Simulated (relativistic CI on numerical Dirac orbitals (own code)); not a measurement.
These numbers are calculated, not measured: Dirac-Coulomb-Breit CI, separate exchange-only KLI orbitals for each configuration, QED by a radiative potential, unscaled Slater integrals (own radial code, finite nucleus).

CI space (outside the closed core [Ne]): 3s2.3p6.3d9, 3s2.3p5.3d10, 3s.3p6.3d10, 3s2.3p6.3d8.4s, 3s2.3p6.3d8.4p, 3s2.3p6.3d8.4d, 3s2.3p4.3d10.4s, 3s2.3p6.3d8.4f, 3s2.3p5.3d9.4s, 3s2.3p4.3d10.4p, 3s2.3p5.3d9.4p, 3s2.3p6.3d7.4s2, 3s2.3p4.3d10.4d, 3s.3p5.3d10.4s, 3s2.3p6.3d7.4s.4p, 3s.3p5.3d10.4p, 3s2.3p6.3d8.5s, 3s2.3p5.3d9.4d, 3s2.3p6.3d7.4p2, 3s.3p6.3d9.4s, 3s2.3p6.3d8.5p, 3s2.3p6.3d7.4s.4d, 3s.3p5.3d10.4d, 3p6.3d10.4s, 3s2.3p6.3d8.5d, 3s.3p6.3d9.4p, 3s2.3p6.3d7.4p.4d, 3s2.3p5.3d9.4f, 3s2.3p5.3d8.4s2, 3s2.3p6.3d8.5f, 3p6.3d10.4p, 3s2.3p6.3d8.5g, 3s2.3p5.3d8.4s.4p, 3s2.3p6.3d7.4d2, 3s.3p6.3d9.4d, 3p6.3d10.4d. Levels of other configurations are missing.

At this charge energies of transitions that change n are usually good to better than 1 %, and those within a shell (Δn = 0) to a few per cent.

Outline of the computed level scheme of Ba XXX. Lowest level of each configuration: 3s2.3p6.3d9 2D_5/2 at 0.000 eV; 3s2.3p5.3d10 2P°_3/2 at 274.286 eV; 3s.3p6.3d10 2S_1/2 at 503.271 eV; 3s2.3p6.3d8.4s 4F_9/2 at 700.008 eV; 3s2.3p6.3d8.4p 4D°_7/2 at 756.899 eV.

Some strong electric-dipole decays among the lowest 45 levels: 3s2.3p6.3d8.4p 2F°_7/2 → 3s2.3p6.3d9 2D_5/2 (2.4e+12 s⁻¹); 3s2.3p6.3d8.4p 2P°_3/2 → 3s2.3p6.3d9 2D_5/2 (2.2e+12 s⁻¹); 3s2.3p6.3d8.4p 2D°_5/2 → 3s2.3p6.3d9 2D_5/2 (1.8e+12 s⁻¹); 3s2.3p6.3d8.4p 2D°_5/2 → 3s2.3p6.3d9 2D_5/2 (1.6e+12 s⁻¹); 3s2.3p5.3d10 2P°_1/2 → 3s2.3p6.3d9 2D_3/2 (1.4e+12 s⁻¹); 3s2.3p5.3d10 2P°_3/2 → 3s2.3p6.3d9 2D_5/2 (7.3e+11 s⁻¹); 3s2.3p6.3d8.4p 4F°_3/2 → 3s2.3p6.3d9 2D_3/2 (7.0e+11 s⁻¹); 3s2.3p6.3d8.4p 4G°_5/2 → 3s2.3p6.3d9 2D_5/2 (6.7e+11 s⁻¹).

LS names give the leading component of a level, which can be under half, so a name can repeat, a term be missing and a line seem to break the LS rules.
